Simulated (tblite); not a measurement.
Compound: C₈H₁₃F.
Geometry (GFN2-xTB, Å), atoms numbered from 1 in this order:
```
atom  x, y, z in Å
C1     2.5031    0.2456    0.5079
C2     1.1067    0.1777   -0.1018
C3     0.7055   -1.2669   -0.4029
C4    -0.6883   -1.3331   -1.0201
C5    -1.7221   -0.7012   -0.0835
C6    -1.2961    0.6965    0.2469
C7    -2.0621    1.7361   -0.0350
F8    -1.6867    3.0081    0.2264
C9     0.0743    0.8115    0.8409
H10    2.7834    1.2768    0.7097
H11    2.5370   -0.3085    1.4438
H12    3.2364   -0.1826   -0.1717
H13    1.1050    0.7424   -1.0410
H14    1.4305   -1.7126   -1.0873
H15    0.7225   -1.8459    0.5240
H16   -0.9598   -2.3711   -1.2211
H17   -0.6907   -0.7940   -1.9701
H18   -1.7743   -1.2877    0.8379
H19   -2.7098   -0.7049   -0.5466
H20   -3.0462    1.6947   -0.4777
H21    0.0976    0.2812    1.7973
H22    0.3237    1.8572    1.0231
```

Computed with GFN2-xTB (tblite): harmonic, unscaled wavenumbers at the GFN2-xTB geometry, gas phase. Against measured fundamentals such values can be off by several per cent, at times by over 20. One conformer, not necessarily the lowest.

Harmonic wavenumbers (cm⁻¹): 81.1, 113.5, 197.4, 215.0, 240.0, 299.5, 318.1, 373.3, 405.2, 445.8, 479.9, 532.4, 626.2, 783.8, 812.9, 882.1, 889.1, 897.9, 942.2, 966.0, 989.4, 1009.3, 1061.1, 1096.4, 1105.7, 1116.9, 1128.2, 1152.5, 1201.1, 1211.8, 1230.8, 1251.6, 1279.8, 1298.3, 1313.8, 1323.6, 1339.1, 1344.9, 1365.0, 1415.9, 1470.4, 1478.3, 1487.9, 1496.3, 1502.0, 1503.2, 1744.3, 2928.7, 2949.6, 2954.2, 2962.8, 2975.0, 2980.6, 2985.9, 2992.9, 3003.7, 3028.2, 3033.5, 3040.1, 3080.5.

A = 2289, B = 1228, C = 869.1 MHz; mass 128.100 u (most abundant isotopes); point group C1, symmetry number 1.

**Question.** What is the zero-point energy?

**Answer.** Half the sum of the wavenumbers: 42167 cm⁻¹ = 504.44 kJ/mol.

**Question.** Give the ideal-gas entropy at 273.15 K and 1 bar in the rigid-rotor, harmonic-oscillator model (classical rotation).

**Answer.** Translation 167.56, rotation 121.36, vibration 83.43: S = 372.3 J/(mol K).

**Question.** And Cp and H(273.15 K) − H(0)?

**Answer.** Cp = 141.87 J/(mol K), of which vibrations give 108.61 (their classical limit is 60 R = 498.9); H(273.15 K) − H(0) = 22.50 kJ/mol without the zero-point energy, 13.42 from vibrations.

**Question.** Which modes carry the vibrational entropy at 273.15 K?

**Answer.** 81.1 cm⁻¹: 15.45; 113.5 cm⁻¹: 12.71; 197.4 cm⁻¹: 8.35; 215.0 cm⁻¹: 7.71; 240.0 cm⁻¹: 6.90; 299.5 cm⁻¹: 5.34 J/(mol K); the other 54 give 26.96 together.

**Question.** Blend soft modes into free rotors: weight 1/[1 + (100 cm⁻¹/ν̃)⁴] for the oscillator and the rest for a rotor with moment μB/(μ + B), μ = h/(8π²ν), B = 10⁻⁴⁴ kg m². What vibrational entropy results?

**Answer.** 80.87 J/(mol K) in place of 83.43, which changes −T·S at 273.15 K by +0.70 kJ/mol.

**Question.** What must be added to the electronic energy to get the Gibbs energy at 273.15 K and 1 bar?

**Answer.** ZPE + [H(273.15 K) − H(0)] − T·S = 504.44 + 22.50 − 101.71 = 425.23 kJ/mol.

Hindered rotation and anharmonicity are outside this model. Other conformers, if any are populated, would add a mixing term that is left out. The structure is chiral; the term R ln 2 for an equal mix with its mirror image is left out.
